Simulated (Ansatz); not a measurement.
A nudged elastic band was laid between two geometries of C2H10FNSi2 (16 atoms, charge 0, multiplicity 1).

The calculation used RKS PBE0-D4/6-31G* (Ansatz).

- movable images: 7
- climbing image: yes
- spring: 5.0 eV/Å²
- optimiser: quadratic models (default)
- start path: IDPP
- force threshold: 0.03 eV/Å
- iteration limit: 37
- end points: relaxed

Image 0:

```xyz
16
Properties=species:S:1:pos:R:3
C 0.771 -2.037 -0.423
C 1.052 -0.559 -0.576
F 1.523 -0.322 -1.883
Si -0.464 0.577 -0.381
N 0.104 2.161 -0.802
Si -1.257 0.616 1.819
H -0.038 -2.358 -1.087
H 1.665 -2.625 -0.662
H 0.479 -2.267 0.608
H 1.854 -0.249 0.106
H -1.523 -0.009 -1.270
H 0.644 2.224 -1.657
H -0.513 2.957 -0.713
H -0.148 0.872 2.785
H -2.283 1.686 2.004
H -1.888 -0.689 2.177
```

Image 8:

```xyz
16
Properties=species:S:1:pos:R:3
C 0.575 -2.078 -0.377
C 1.032 -0.649 -0.572
F 1.552 -0.518 -1.872
Si -0.369 0.646 -0.439
N 0.081 2.279 -0.813
Si -1.292 0.638 1.715
H -0.258 -2.322 -1.045
H 1.394 -2.776 -0.588
H 0.246 -2.242 0.655
H 1.855 -0.420 0.122
H -1.378 0.227 -1.454
H 0.371 2.480 -1.762
H 0.647 2.798 -0.156
H -0.337 1.242 2.693
H -2.558 1.423 1.766
H -1.583 -0.752 2.172
```

(1) Which bonds break or form, and what moves?

(2) Give the energies along the band, and the barrier.

(3) What is the geometry of the highest image?

(4) What are the harmonic wavenumbers there?

The band took 6 iterations and about 11 core-minutes.

Results:

(1) No bond is made or broken. The height of N5 over the plane of its neighbours goes from 0.26 to -0.25 Å.

(2) It converged. The highest image is number 4 of 0 to 8, 0.8 kcal/mol above the first end and 0.7 kcal/mol above the last; the last end lies 0.1 kcal/mol above the first. A vibrational analysis at the climbing image gives one clearly imaginary mode, 287i cm⁻¹: a first-order saddle point.

```tsv
image	path coordinate (Å)	energy (kcal/mol)	height of N5 over the plane of its neighbours (Å)
0	0.00	0.0	0.26
1	0.25	0.0	0.25
2	0.50	0.2	0.24
3	0.75	0.5	0.18
4	1.00	0.8	-0.01
5	1.22	0.5	-0.18
6	1.45	0.3	-0.24
7	1.68	0.1	-0.25
8	1.90	0.1	-0.25
```

(3) 
```xyz
16
Properties=species:S:1:pos:R:3
C 0.684 -2.072 -0.359
C 1.056 -0.621 -0.571
F 1.550 -0.473 -1.883
Si -0.403 0.600 -0.446
N 0.083 2.195 -0.875
Si -1.281 0.641 1.724
H -0.145 -2.367 -1.010
H 1.538 -2.724 -0.576
H 0.380 -2.243 0.681
H 1.872 -0.332 0.106
H -1.432 0.040 -1.380
H 0.523 2.404 -1.758
H -0.011 2.997 -0.274
H -0.256 1.088 2.715
H -2.446 1.567 1.829
H -1.734 -0.723 2.122
```

(4) 287i, 43, 52, 89, 135, 168, 209, 233, 280, 305, 419, 438, 503, 517, 678, 720, 825, 864, 876, 902, 922, 938, 946, 1011, 1097, 1156, 1298, 1359, 1434, 1506, 1530, 1616, 2206, 2237, 2248, 2252, 3065, 3071, 3151, 3155, 3644, 3755 cm⁻¹.

The run took 5.6 min on 2 threads of Intel(R) Xeon(R) Platinum 8259CL CPU @ 2.50GHz (Skylake/Cascade Lake), on a shared host, peak memory 0.35 GiB.
